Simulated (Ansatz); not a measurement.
Isolated molecules relaxed with PBE0-D4/def2-TZVP in Ansatz; ΔE leaves out vibrations. CCSD(T)/CBS adds triple-zeta CCSD(T) − MP2 to the extrapolated MP2 energy (def2 sets, frozen cores). DFT in def2-TZVPP. B3LYP here is the variant with VWN-RPA as its local correlation; programs differ in this. For Ge outer-core shells are correlated without core-valence functions, which leaves a few kJ/mol of doubt a bond. Scalar relativity is left out up to krypton. One conformer a species, not always the lowest.

`[F][GeH2][SiH2]Cl` + `CO[SiH](F)S` → `CO[SiH](F)S[SiH2]Cl` + `[F][GeH3]`  (cleavage of the Si–Ge bond)

CCSD(T)/CBS gives -15.5 kcal/mol.

**Question.** Another level gave -15.2 kcal/mol. Which?
A. MP2/def2-TZVPP
B. B3LYP/def2-TZVPP
C. PBE-D4/def2-TZVPP
D. r2SCAN-D4/def2-TZVPP

**Answer.** D. r2SCAN-D4 -15.2, MP2/def2-TZVPP -17.4, B3LYP -12.6, PBE-D4 -13.6 kcal/mol.

Largest T1 diagnostic among the species: 0.012.

The D4 term adds −2.1 kcal/mol with B3LYP and −1.2 kcal/mol with PBE0; it sums over pairs of atoms, weighted by their polarisabilities, and B3LYP, whose exchange is more repulsive, gets the larger term. From PBE to PBE0 (25 % exact exchange), in def2-TZVPP and without D4, ΔE moves by −1.1 kcal/mol.
